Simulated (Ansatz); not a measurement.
Geometry optimisation, RHF/6-31G* (Ansatz).

input.yaml

```yaml
crystal:
  periodic: [false, false, false]
  atoms:
    - { symbol: B, position_ang: [0.098556, 0.352046, 0.266574] }
    - { symbol: C, position_ang: [0.020316, 0.311293, 1.854667] }
    - { symbol: H, position_ang: [-0.925869, -0.074187, 2.228068] }
    - { symbol: H, position_ang: [0.843413, -0.24527, 2.291457] }
    - { symbol: H, position_ang: [0.102342, 1.330207, 2.237354] }
    - { symbol: H, position_ang: [1.119527, 0.469806, -0.329889] }
    - { symbol: F, position_ang: [-1.029753, 0.387797, -0.428614] }
    - { symbol: O, position_ang: [0.098302, -2.242741, 0.499015] }
    - { symbol: C, position_ang: [-0.813587, -2.98764, -0.273051] }
    - { symbol: H, position_ang: [-0.528449, -4.034143, -0.27645] }
    - { symbol: H, position_ang: [-1.82574, -2.905861, 0.107406] }
    - { symbol: H, position_ang: [-0.798848, -2.618305, -1.290362] }
    - { symbol: H, position_ang: [-0.321208, -1.920702, 1.312123] }
basis:
  gaussian: { orbitals: "6-31G*" }
hamiltonian:
  xc: hf
relax:
  f_tol: 0.03
  max_steps: 50
```

Command:

```bash
$ ansatz run input.yaml --threads 1 --pin off --max-ram 2048MiB --backend cpu --events-out ev --progress --plain --runs-dir out
```

Task: Where does it end, and by what steps?

Result: The forces met the threshold. The force dipped under the threshold on the way, but the program's further checks kept it going. After 31 steps the energy has fallen by 0.214 eV; H11 moved furthest, 0.85 Å.

| step | energy less start (eV) | largest force component (eV/Å) | accepted |
| --- | --- | --- | --- |
| 0 | 0.0000 | 1.148 | yes |
| 2 | -0.0866 | 1.874 | yes |
| 4 | -0.1607 | 0.335 | yes |
| 6 | -0.1785 | 1.006 | yes |
| 8 | -0.1800 | 0.471 | no |
| 10 | -0.2003 | 0.027 | yes |
| 12 | -0.2024 | 0.040 | yes |
| 14 | -0.2037 | 0.120 | yes |
| 16 | -0.2050 | 0.051 | yes |
| 18 | -0.2064 | 0.120 | yes |
| 20 | -0.2089 | 0.065 | yes |
| 22 | -0.1869 | 0.595 | no |
| 24 | -0.2106 | 0.094 | yes |
| 26 | -0.2124 | 0.094 | yes |
| 28 | -0.2136 | 0.070 | yes |
| 30 | -0.2142 | 0.020 | yes |
| 31 | -0.2144 | 0.016 | yes |

```xyz
13
Properties=species:S:1:pos:R:3
B -0.210 0.060 0.419
C 0.165 0.460 1.900
H -0.612 0.202 2.616
H 1.100 0.011 2.220
H 0.297 1.541 1.953
H 0.593 0.020 -0.461
F -1.495 0.100 0.045
O -0.181 -2.158 0.687
C -0.648 -2.879 -0.433
H -0.584 -3.947 -0.255
H -1.668 -2.606 -0.677
H -0.006 -2.620 -1.261
H -0.713 -2.363 1.444
```

Whether the end is a true minimum wasn't checked by a vibrational analysis.

Run time: 75 s on 1 thread of Arm Neoverse V1, on a shared host, peak memory 0.16 GiB.
